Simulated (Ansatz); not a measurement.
Ideal-gas functions of `N=C(F)[S][GeH3]` at 600 K and 1 bar, from an Ansatz frequency run at PBE0-D4/def2-TZVP.

Molar mass 153.72 g/mol, point group Cs (symmetry number 1), electronic degeneracy 1, moments of inertia 84.346, 358.222, 436.09 u Å². Harmonic wavenumbers (cm⁻¹, unscaled): 43, 126, 154, 315, 440, 483, 562, 585, 586, 719, 820, 836, 869, 875, 995, 1206, 1764, 2174, 2187, 2187, 3537.

Use S(trans) = R[1.5 ln M + 2.5 ln T − 1.1517]; rotational temperatures θ = 24.2544 K / I; S(rot) = R[ln(√π/σ · √(T³/θAθBθC)) + 1.5]; for each mode x = 1.438777 ν̃/T, S = R[x/(eˣ − 1) − ln(1 − e⁻ˣ)] and H = RT x/(eˣ − 1); 1 cm⁻¹ = 0.0119627 kJ/mol; R = 8.31446 J/(mol·K).

Question: By hand: the entropy, in J/(mol·K).

Answer: Translation 186.2. Rotation: θ = 0.2876, 0.0677, 0.0556 K, giving 125.4. Vibration, mode by mode: 27.21, 18.30, 16.64, 10.84, 8.24, 7.54, 6.44, 6.15, 6.14, 4.74, 3.91, 3.80, 3.57, 3.53, 2.81, 1.89, 0.64, 0.28, 0.28, 0.28, 0.02, in all 133.2. Electronic 0.0. Sum 444.8 J/(mol·K).

Question: By hand: H − E and G − E in kJ/mol, counted from the electronic energy.

Answer: Zero-point energy ½ × 21463 × 0.0119627 = 128.4; thermal vibration 39.6; translation, rotation and pV give 4 RT = 20.0. H − E = 188.0 kJ/mol, and G − E = 188.0 − 600 × 444.8/1000 = -78.9 kJ/mol.

Vibration gives 30 % of the entropy, 45.5 J/(mol·K) of it from the modes under 150 cm⁻¹: soft modes count most, and the harmonic formula is weakest for them. The sum counts one conformer and one mirror image; others add a mixing term.
